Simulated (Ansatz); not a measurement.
Reaction (isomerisation): `C[SiH2]C(=O)[SiH3]` → `CC1(O)[SiH2][SiH2]1`

Gas-phase electronic energies from Ansatz, PBE0-D4/def2-TZVP geometries. CCSD(T)/CBS adds triple-zeta CCSD(T) − MP2 to the extrapolated MP2 energy (def2 sets, frozen cores). Functionals use def2-TZVPP. B3LYP here is the variant with VWN-RPA as its local correlation; programs differ in this. HSE06 is defined as in plane-wave codes. One conformer a species, not always the lowest.

`C[SiH2]C(=O)[SiH3]`:

Cartesian coordinates in Å:
```
C 0.452 1.114 2.095
Si -0.591 0.397 0.731
C 0.562 -0.363 -0.632
O 1.766 -0.320 -0.470
Si -0.165 -1.183 -2.234
H -0.170 1.543 2.883
H 1.085 0.340 2.532
H 1.104 1.896 1.701
H -1.449 1.417 0.064
H -1.487 -0.696 1.206
H -1.085 -2.280 -1.828
H -0.959 -0.160 -2.966
H 0.936 -1.703 -3.081
```

`CC1(O)[SiH2][SiH2]1`:

```xyz
13

C     0.005    1.223    0.952
C     0.258    0.271   -0.193
O     1.068    0.811   -1.221
Si    0.726   -1.535    0.245
Si   -1.195   -0.880   -0.745
H    -0.574    0.747    1.749
H     0.951    1.568    1.381
H    -0.561    2.101    0.619
H     0.553    1.474   -1.693
H     1.813   -2.143   -0.556
H     0.795   -1.852    1.693
H    -1.353   -1.028   -2.212
H    -2.486   -0.755   -0.021
```

(1) Is it downhill or uphill in electronic energy at CCSD(T)/CBS, and by how much? (An estimate is asked.)

(2) What do these levels give: PBE-D4, B3LYP-D4, HSE06-D4, ωB97X-V, MP2/def2-TZVPP, MP2/def2-QZVPP? (An estimate is asked.)

Largest T1 diagnostic among the species: 0.015.

## Answers

(1) Ansatz gave: Uphill: ΔE = +90.1 kJ/mol.

(2) The calculation gave: PBE-D4 77.1, B3LYP-D4 105.0, HSE06-D4 72.7, ωB97X-V 92.3, MP2/def2-TZVPP 89.1, MP2/def2-QZVPP 86.4 kJ/mol.

From PBE to PBE0 (25 % exact exchange), in def2-TZVPP and without D4, ΔE moves by −5.0 kJ/mol. The D4 term adds −5.2 kJ/mol with B3LYP and −2.5 kJ/mol with PBE0; it sums over pairs of atoms, weighted by their polarisabilities, and B3LYP, whose exchange is more repulsive, gets the larger term.
